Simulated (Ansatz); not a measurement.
System: CHS, charge -1, multiplicity 1. It need not be the lowest isomer of its formula. Whether it binds its extra electron was not tested at this geometry. 
Structure (B3LYP-D3(BJ)/def2-TZVP (Ansatz, a program for electronic structure) minimum search):
```
C
H 1 1.1237
S 1 1.6824 2 106.05
```
Charge -1, spin multiplicity 1.

Basis-set convergence of Hartree-Fock and CCSD correlation energies (hartree) with Ansatz. Cores are frozen in the correlated levels unless marked. No spin-orbit coupling. No relativistic terms.

The Hartree-Fock reference is unstable (checked in the largest basis), which strains HF and MP2. The T1 diagnostic of CCSD in the largest basis is 0.025, which is high, so the coupled-cluster rows are less sure than usual.

| basis | functions | E(HF) | E(corr, CCSD) |
|---|---|---|---|
| def2-SVPD | 55 | -435.74841 | -0.29958 |
| def2-TZVPPD | 105 | -435.92517 | -0.35965 |
| def2-QZVPPD | 175 | -435.93765 | -0.38053 |

Extrapolating the two largest sets (X = 3 and 4) as X^-3: E(corr) = (64·(-0.38053) - 27·(-0.35965))/37 = -0.3958 Eh, an estimate of the basis-set limit. The largest set recovers 96.2 % of it, the smallest 75.7 %.
